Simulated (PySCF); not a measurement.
**Structure elucidation problem**

An unknown has the formula C2H14OSi5. Its calculated NMR data are:

1H NMR (500 MHz, computed): δ 6.66 (m, 1H), 5.10 (s, 3H), 4.78 (m, 1H), 4.70 (m, 1H), 4.19 (m, 1H), 3.99 (m, 1H), 0.55 (d, 3H), 0.53 (d, 3H).

13C{1H} NMR (computed): δ -6.7 (CH3), -7.3 (CH3).

PySCF 2.14 calculation with GIAO PBE0/pcSseg-1 shieldings and structure optimised with GFN2-xTB; gas phase, a single conformation, rapidly exchanging positions averaged, relativity neglected.

References, each an isolated molecule treated in the same way: 1H (σref 31.72) and 13C (σref 186.93) vs TMS.

Q: Which candidate is it?
A. C[Si@@H]1[Si@H](C)[SiH2][Si@@H]1O[SiH3]
B. CO[Si@H]1C[SiH2][SiH2][SiH2][SiH2]1
C. [SiH3][Si]1([SiH3])[SiH2]CCO[SiH2]1

A: A. 

1. Rings plus π bonds: 1 (1 ring in the answer).
2. 2 carbon signals for 2 carbons: no two carbons are equivalent.
3. Carbon types of the structure: 2 × CH3, leaving 8 H on heteroatoms.
4. δC -6.7, -7.3: methyl carbon bonded to Si; an electropositive neighbour leaves it electron-rich and shielded.
5. δH 6.66: hydrogen on a silicon bonded to O, 2 Si, in a 4-membered ring.
6. δH 5.10: hydrogen on a silicon bonded to O.
7. δH 4.78, 4.70: hydrogen on a silicon bonded to C, 2 Si, in a 4-membered ring.
8. δH 0.55, 0.53: hydrogen on a methyl carbon bonded to Si; an electropositive neighbour shields it, as in TMS itself.

The others: [SiH3][Si]1([SiH3])[SiH2]CCO[SiH2]1 would give 5 signals for carbon-bound and other non-exchanging H, not 8; CO[Si@H]1C[SiH2][SiH2][SiH2][SiH2]1 would give 12 signals for carbon-bound and other non-exchanging H, not 8.

Shifts are as computed. Against solution values, carbons near 30 ppm lie about +3 ppm off and those near 130 ppm about +5 ppm. Of 1211 compounds with measured shifts, 218 miss one by over three times the rms of a fit or turn the order of signals round; such compounds aren't used in these exercises. No couplings were computed; multiplicities are counted from neighbouring protons, with m where these are inequivalent, close in shift, in a saturated or five-membered ring or joined by F or P, and br s for small geminal =CH2 splittings.
